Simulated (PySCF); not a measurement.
How methods differ on the ionisation energy of Fe²⁺

Fe²⁺ [Ar] 3d6 (5D) → Fe³⁺ [Ar] 3d5 (6S), as a difference of total energies. Calculation: PySCF 2.14, in jorge-DZP-DKH; the spin-free X2C one-electron Hamiltonian (Gaussian nucleus). Correlated levels: valence: [Ar] frozen. The calculations carry no spin-orbit coupling.

```csv
method,ionisation energy (eV),difference from reference (eV)
UHF,28.371,-2.280
PBE,31.505,+0.854
LDA,31.709,+1.058
MP2 (valence),29.447,-1.204
SCS-MP2 (valence),29.472,-1.179
```

Reference: 30.651 ± 0.012 eV (measured; NIST Atomic Spectra Database, ionization energies).

The reference lies between the lowest fine-structure levels, while these numbers refer to the centres of the terms.

Errors of the correlated levels include the incompleteness of this basis and the frozen core.
